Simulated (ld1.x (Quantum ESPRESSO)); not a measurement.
Varying the TM potential for lithium

Base potential:

- Element: Li (Z = 3)
- Generator: ld1.x (Quantum ESPRESSO) 7.5
- Type: norm-conserving Troullier–Martins (Kleinman–Bylander form)
- Functional: BLYP
- Relativity: non-relativistic
- Frozen core: none
- Valence charge: 3
- Reference configuration: 1s2 2s1 2p0
- Partial waves: 2p (bound, empty): rc 4.20 bohr; 1s (bound): rc 0.55 bohr
- Local potential: the s channel
- Core correction: none

Occupied shells without a wave of their own: 2s. They enter only through the test configuration that unscreens the potential.

Cutoffs, loose and tight: the cutoffs (Ry, on a coarse ladder) from which the occupation-weighted sum of valence levels, in a spherical-Bessel basis at the reference potential, stays within 10 and 1 mRy of its value at 400 Ry. They do not see the model core or the augmentation charge, which bear on the density cutoff. Test errors are all-electron minus pseudo excitation energies from the reference, over the configurations 1s2 2s0 2p0; 1s2 2s0.5 2p0; 1s2 2s0 2p1; 1s1 2s1 2p0. A dash means not determined; rows that change the core or the reference have their own tests.

```tsv
change	outcome	cutoff, loose	cutoff, tight	bound ghosts	largest test error (meV)
base	generated	230 Ry	over 300 Ry	none	+48
functional PBE	generated	230 Ry	over 300 Ry	none	+44
scalar-relativistic	generated	230 Ry	over 300 Ry	none	+47
all radii scaled by about 0.76 (s 0.42, p 3.18 bohr)	generated	over 300 Ry	over 300 Ry	none	+15
local potential the p channel	generated, misses its reference levels by 0.23 eV	230 Ry	over 300 Ry	none	-398
wave 1s (bound): rc 0.55 bohr becomes 1s (bound): rc 0.76 bohr	generated	140 Ry	300 Ry	none	+165
wave 2p (bound): rc 4.20 bohr becomes 2p (bound): rc 3.66 bohr	generated	230 Ry	over 300 Ry	none	+48
functional LDA (PZ)	generated	230 Ry	over 300 Ry	none	+42
all radii scaled by about 0.88 (s 0.48, p 3.68 bohr)	generated	260 Ry	over 300 Ry	none	+29
```
